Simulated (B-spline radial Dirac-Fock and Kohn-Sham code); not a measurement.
# Subshell photoionisation cross sections of Ni²⁰⁺ against photon energy

System: nickel as Ni²⁰⁺, configuration [He] 2s2 2p4.

Level of theory: independent-particle photoionisation in a Dirac-Hartree-Slater potential with a Latter tail, all multipoles, thresholds from Dirac-Fock ΔSCF; a B-spline atomic structure program. Values are in kb per electron; a dash marks an energy below the computed threshold. Values for outer subshells far above threshold carry numerical ripple of a few per cent.

| hν (eV) | 1s | 2s | 2p1/2 | 2p3/2 |
| --- | --- | --- | --- | --- |
| 4000 | – | 6.17 | 3.40 | 3.21 |
| 4420 | – | 4.94 | 2.48 | 2.33 |
| 5414.7 | – | 3.11 | 1.29 | 1.21 |
| 5540 | – | 2.95 | 1.20 | 1.12 |
| 22162.9 | 1.04 | 0.0907 | 0.0106 | 0.00939 |
| 25200 | 0.720 | 0.0637 | 0.00668 | 0.00589 |
| 27200 | 0.578 | 0.0516 | 0.00508 | 0.00446 |
| 80000 | 0.0233 | 0.00228 | 9.74e-05 | 7.90e-05 |
| 100000 | 0.0118 | 0.00117 | 4.30e-05 | 3.42e-05 |
| 150000 | 0.00341 | 0.000343 | 9.96e-06 | 7.60e-06 |

At 150000 eV the multipoles beyond E1 give 36.1 % of 1s, 36.5 % of 2s, 51.2 % of 2p1/2, 48.3 % of 2p3/2.
